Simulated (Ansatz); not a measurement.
The cluster B₇N₇. The state is a singlet with charge 0. Geometry PBE-D4/def2-SVP; atoms count from 1.

```xyz
14

B    -1.3532   -1.0360    2.2078
B    -2.0102    1.3575   -1.3765
B     0.1907    1.4348   -2.3829
B    -2.6975    0.2580    0.6665
B     1.0097   -1.5496    2.0863
B     2.6125   -0.8965    0.3941
B     2.2480    0.4318   -1.5952
N    -0.2091   -1.5751    2.6154
N     1.4853    1.1373   -2.4239
N    -1.1080    1.7007   -2.2898
N    -2.8686    0.9847   -0.4329
N     2.9619   -0.2831   -0.7318
N    -2.4679   -0.4742    1.7516
N     2.2064   -1.4903    1.5115
```

The structure comes from a short search, and lower isomers may exist.

Estimate the Mulliken populations from the PBE0/def2-TZVP orbitals of Ansatz.


| atom | charge (e) |
| --- | --- |
| B1 | -0.07 |
| B2 | -0.07 |
| B3 | -0.07 |
| B4 | -0.07 |
| B5 | -0.07 |
| B6 | -0.07 |
| B7 | -0.07 |
| N8 | 0.07 |
| N9 | 0.07 |
| N10 | 0.07 |
| N11 | 0.07 |
| N12 | 0.07 |
| N13 | 0.07 |
| N14 | 0.07 |
Mulliken values depend strongly on the basis.

And the Mayer bond orders between heavy atoms (over 0.3)?

B1–N8 1.70 (1.33 Å); B1–N13 1.70 (1.33 Å); B2–N10 1.70 (1.33 Å); B2–N11 1.70 (1.33 Å); B3–N9 1.70 (1.33 Å); B3–N10 1.70 (1.33 Å); B4–N11 1.70 (1.33 Å); B4–N13 1.70 (1.33 Å); B5–N8 1.70 (1.33 Å); B5–N14 1.70 (1.33 Å); B6–N12 1.70 (1.33 Å); B6–N14 1.70 (1.33 Å); B7–N9 1.70 (1.33 Å); B7–N12 1.70 (1.33 Å).
